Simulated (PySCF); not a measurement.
Molfile (atoms numbered from 1):
```
C5H11FOSi3
     RDKit          3D

 21 21  0  0  0  0  0  0  0  0999 V2000
    2.9240   -1.0072    0.2479 C   0  0  0  0  0  0  0  0  0  0  0  0
    1.6886   -1.4575    0.3847 C   0  0  0  0  0  0  0  0  0  0  0  0
    0.6443   -0.8043    1.2144 C   0  0  0  0  0  0  0  0  0  0  0  0
   -0.5049    0.2848    0.1087 Si  0  0  0  0  0  4  0  0  0  0  0  0
   -1.5349   -0.8995   -0.9749 C   0  0  0  0  0  0  0  0  0  0  0  0
   -1.6600   -2.2158   -0.9303 C   0  0  0  0  0  0  0  0  0  0  0  0
   -2.2554   -0.2248   -1.9181 F   0  0  0  0  0  0  0  0  0  0  0  0
    0.2825    2.2059   -1.0140 Si  0  0  0  0  0  4  0  0  0  0  0  0
   -0.8208    3.0173   -0.0696 O   0  0  0  0  0  0  0  0  0  0  0  0
   -1.7285    2.1116    0.9824 Si  0  0  0  0  0  4  0  0  0  0  0  0
    3.2659   -0.1305    0.7732 H   0  0  0  0  0  0  0  0  0  0  0  0
    3.6452   -1.4969   -0.3829 H   0  0  0  0  0  0  0  0  0  0  0  0
    1.3725   -2.3382   -0.1584 H   0  0  0  0  0  0  0  0  0  0  0  0
    0.0448   -1.5543    1.7285 H   0  0  0  0  0  0  0  0  0  0  0  0
    1.1084   -0.1705    1.9686 H   0  0  0  0  0  0  0  0  0  0  0  0
   -2.2979   -2.7569   -1.6095 H   0  0  0  0  0  0  0  0  0  0  0  0
   -1.1176   -2.7853   -0.2004 H   0  0  0  0  0  0  0  0  0  0  0  0
    1.5857    2.7861   -0.6927 H   0  0  0  0  0  0  0  0  0  0  0  0
   -0.0744    2.4840   -2.4014 H   0  0  0  0  0  0  0  0  0  0  0  0
   -3.1255    2.3316    0.6247 H   0  0  0  0  0  0  0  0  0  0  0  0
   -1.4509    2.6372    2.3185 H   0  0  0  0  0  0  0  0  0  0  0  0
  1  2  2  0
  2  3  1  0
  3  4  1  0
  4  5  1  0
  5  6  2  0
  5  7  1  0
  4  8  1  0
  8  9  1  0
  9 10  1  0
 10  4  1  0
  1 11  1  0
  1 12  1  0
  2 13  1  0
  3 14  1  0
  3 15  1  0
  6 16  1  0
  6 17  1  0
  8 18  1  0
  8 19  1  0
 10 20  1  0
 10 21  1  0
M  END
```

Equivalent nuclei averaged, one conformer, no solvent model, non-relativistic. Geometry from GFN2-xTB; shieldings: GIAO PBE0/pcSseg-1; PySCF 2.14.0 with density-fitted response routines.

δ = σ(ref) − σ, references computed at the same level: 13C against TMS.

**Question.** Do the 13C shifts follow the atomic charges (in e)? Tabulate both.

**Answer.** 
| atoms | hybridisation | δ (ppm) | σ para (ppm) | Hirshfeld | IAO | Mulliken | ESP-fitted |
| --- | --- | --- | --- | --- | --- | --- | --- |
| C5 | sp2 | 181.3 | -254 | -0.01 | +0.05 | -0.03 | +0.17 |
| C2 | sp2 | 143.1 | -215 | -0.04 | -0.13 | -0.26 | +0.07 |
| C1 | sp2 | 121.3 | -189 | -0.11 | -0.33 | -0.15 | -0.58 |
| C6 | sp2 | 112.7 | -184 | -0.12 | -0.36 | -0.18 | -0.53 |
| C3 | sp3 | 24.3 | -92 | -0.15 | -0.51 | -0.46 | -0.53 |

Correlation coefficients of δ with charge over these carbons: Hirshfeld +0.89, IAO +0.92, Mulliken +0.91, ESP-fitted +0.72; with the paramagnetic shielding -1.00. Among the 4 sp2 carbons alone: Hirshfeld +0.96, IAO +0.99, Mulliken +0.62, ESP-fitted +0.89. With so few points, grouped by hybridisation, these coefficients are fragile. Charge is one influence among several: hybridisation and low-lying excitations act through the paramagnetic term.

Shifts are as computed. Against solution values, carbons near 30 ppm lie about +3 ppm off and those near 130 ppm about +5 ppm. Of 1211 compounds with measured shifts, 218 miss one by over three times the rms of a fit or turn the order of signals round; such compounds aren't used in these exercises.
